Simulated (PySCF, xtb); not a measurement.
SnHFBr₂, SMILES [F][SnH]([Br])[Br].

GFN2-xTB (xtb) at its own geometry gives an orbital gap of 2.39 eV and a dipole moment of 4.03 D.

Geometry: r2SCAN-D4/def2-SVP. The structure was generated by enumeration; whether it is a known compound was not checked. The def2 effective core potentials stand for the cores of Sn; spin–orbit coupling is left out.

**Question.** What does PySCF with PBE0/def2-TZVP give? (The exact figures need the calculation; the answer reports its results.)

**Answer.** gap 6.22 eV (levels -8.90 and -2.68 eV), dipole 2.37 D.
